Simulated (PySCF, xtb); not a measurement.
CH5ClF2Si2, SMILES C[Si](F)(F)[SiH2]Cl. The values are those of a single conformer.

Harmonic wavenumbers (cm⁻¹) from xtb with GFN2-xTB at its own minimum, in rising order: 18, 77, 84, 119, 147, 185, 218, 254, 413, 430, 523, 575, 686, 738, 785, 792, 810, 850, 853, 1374, 1463, 1469, 2218, 2239, 3022, 3040, 3045.

**Question.** What does PBE-D3(BJ)/def2-SVP (PySCF) give at its own minimum? (The exact figures need the calculation; the answer reports its results.)

**Answer.** 38, 74, 126, 137, 169, 218, 244, 295, 432, 467, 526, 655, 686, 744, 750, 802, 860, 898, 918, 1220, 1368, 1377, 2161, 2178, 2980, 3086, 3088. Paired by order, the mean absolute difference is 43 cm⁻¹ and the zero-point energies are 37.8 and 37.9 kcal/mol.
